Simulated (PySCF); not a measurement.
**Dipole response of Ga (gallium, neutral)**

[Ar] 3d10 4s2 4p1, 2P determinant. Calculation: PySCF 2.14, in def2-QZVPPD (12s7p5d4f1g, 95 functions); no relativity, point nucleus. Coupled (time-dependent) response in atomic units; α is the mean over directions.

```json
{"method": "HSE06", "mean α (bohr³)": "57.51", "α xx, yy, zz": "44.85, 82.82, 44.85", "C₆ (like pair)": "488.2", "S(−4)": "2276"}
```

S(−4) is the Cauchy moment in α(ω) = α(0) + S(−4) ω² + …

Reference α: 50 ± 3 bohr³ (recommended; Schwerdtfeger and Nagle, table of static dipole polarizabilities (2023 update)). Published C₆: 498.0 (Chu and Dalgarno (2004); Tang, Norbeck and Certain (1976)).

Spin-orbit coupling is absent.

α(iu) at HSE06:

```
u (hartree)  α(iu) (bohr³)
          0          57.51
     0.0500          52.59
      0.100          43.13
      0.200          27.69
      0.300          18.59
      0.500          9.864
      0.750          5.602
       1.00          3.718
       1.50          2.104
       2.00          1.418
       3.00         0.8178
       5.00         0.4057
```

The components differ because the open shell of this determinant is not spherical; for a pure term their mean is the scalar polarisability.
